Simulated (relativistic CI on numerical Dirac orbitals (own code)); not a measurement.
# Fe3+: 3s photoemission

Computed with this model: Dirac-Coulomb-Breit CI, KLI orbitals optimised for each configuration, model QED, valence Slater integrals scaled by 0.9, multiplet model of photoemission in the sudden approximation; configurations [Ar] 3d5 → [Ne] 3s 3p6 3d5; 80 K; Lorentzian 2.1 eV and Gaussian 0.6 eV FWHM. Energies are those of the free ion, without screening or charge transfer. The energies are binding energies and can lie tens of eV above those of solids. Without intra-shell correlation the exchange splitting of an s hole comes out too large, often by half or more. S is read from ⟨S²⟩ = S(S + 1).

free ion: ground-state S = 2.50, centroid 149.24 eV. Peaks (eV, height): 143.4 (100), 157.4 (72).

Strongest unbroadened transitions for free ion:

```csv
Energy (eV),Relative strength
143.43,100.0
150.92,0.0
157.38,71.4
159.95,0.0
160.28,0.0
```
